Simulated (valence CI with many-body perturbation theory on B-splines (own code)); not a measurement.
**Ladder of approximations for Ir69+**

Computed by configuration interaction combined with many-body perturbation theory (CI+MBPT): six valence electrons over a frozen Dirac-Fock core [He], a basis of 9 s, 9 p, 8 d, 6 f, 3 g, 1 h functions for each j, with the one-electron correlation potential Σ1, the two-electron term Σ2, the three-electron term Σ3, Breit, model QED; selected CI, second order for the rest, scaled by the run's own slope (own B-spline code, finite nucleus).

No measured spectrum was set against this ion. As an estimate, large intervals hold to a few tenths of a per cent, small ones and those within an open d or f shell to about a per cent. Among the levels kept, up to 2200 cm⁻¹ of a level comes from second order outside the variational space, and about a tenth of that is noise between levels of different J, which matters for small intervals.

Each rung adds one term. CI alone is the Dirac-Coulomb CI over the frozen core; QED comes last and gives the full result, which names the levels. Energies are above (2s^2 2p1/2^2 2p3/2^2) J=2 on the same rung, in eV.

Levels are named by their leading jj configuration (3d3/2^4 stands for four electrons in 3d with j = 3/2), which in mixed levels can hold well under half, so a name can repeat and another be missing.

```csv
Level,CI alone,+ Σ1,+ Σ2,+ Σ3,+ Breit,Full
(2s^2 2p1/2^2 2p3/2^2) J=0,55,55,55,55,65,65
(2s^2 2p1/2 2p3/2^3) J=1,1697,1697,1697,1697,1681,1683
(2s^2 2p1/2 2p3/2^3) J=2,1725,1725,1725,1725,1699,1701
(2s 2p1/2^2 2p3/2^3) J=2,2139,2139,2138,2138,2135,2116
(2s 2p1/2^2 2p3/2^3) J=1,2225,2225,2224,2224,2224,2205
(2s^2 2p3/2^4) J=0,3444,3445,3445,3445,3409,3412
(2s 2p1/2 2p3/2^4) J=0,3848,3848,3848,3848,3828,3812
(2s 2p1/2 2p3/2^4) J=1,3893,3893,3893,3892,3868,3851
(2p1/2^2 2p3/2^4) J=0,4401,4401,4400,4399,4398,4361
(2s^2 2p1/2^2 2p3/2 3s) J=2,9379,9379,9379,9379,9367,9371
(2s^2 2p1/2^2 2p3/2 3s) J=1,9388,9388,9388,9388,9377,9380
(2s^2 2p1/2^2 2p3/2 3p1/2) J=1,9507,9508,9508,9508,9503,9501
(2s^2 2p1/2^2 2p3/2 3p1/2) J=2,9511,9511,9512,9511,9505,9502
(2s^2 2p1/2^2 2p3/2 3p3/2) J=3,9998,9998,9998,9998,9985,9983
(2s^2 2p1/2^2 2p3/2 3p3/2) J=1,9998,9998,9998,9998,9985,9983
(2s^2 2p1/2^2 2p3/2 3p3/2) J=2,10028,10028,10028,10028,10016,10014
(2s^2 2p1/2^2 2p3/2 3p3/2) J=0,10052,10052,10052,10052,10044,10042
(2s^2 2p1/2^2 2p3/2 3d3/2) J=2,10125,10125,10125,10125,10113,10110
(2s^2 2p1/2^2 2p3/2 3d3/2) J=3,10136,10136,10136,10136,10121,10118
```

Q: How does the ionisation energy move along the ladder, and which term matters most?

A: CI alone 17793, + Σ1 17793, + Σ2 17794, + Σ3 17793, + Breit 17775, + QED 17772 eV. The largest step is Breit, -18 eV. NIST lists 17770 ± 50 eV (theoretical).
